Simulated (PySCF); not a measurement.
# SnS at PBE0

Level: PBE0. PySCF, scalar-relativistic core potentials, basis sets Sn def2-SVP with ECP28, S def2-SVP.

For SnS, the state is ¹Σ⁺ (singlet), closed shell. The bond length is 2.223 Å. The harmonic wavenumber is 499 cm⁻¹ and the force constant is 3.71 mdyn/Å. The rotational constant Be is 0.1352 cm⁻¹ and the anharmonicity ωexe is 1.10 cm⁻¹. The vibration–rotation constant αe is 0.000432 cm⁻¹ and the well depth De to Sn + S is 4.85 eV. The dissociation energy D0 is 4.82 eV, the HOMO–LUMO gap is 4.86 eV and the bond order (Mayer) is 2.35. The dipole moment (positive dipole means Sn(−)S(+)) is -3.17 D.

Spin–orbit coupling is left out, which matters for elements this heavy, above all for dissociation energies.
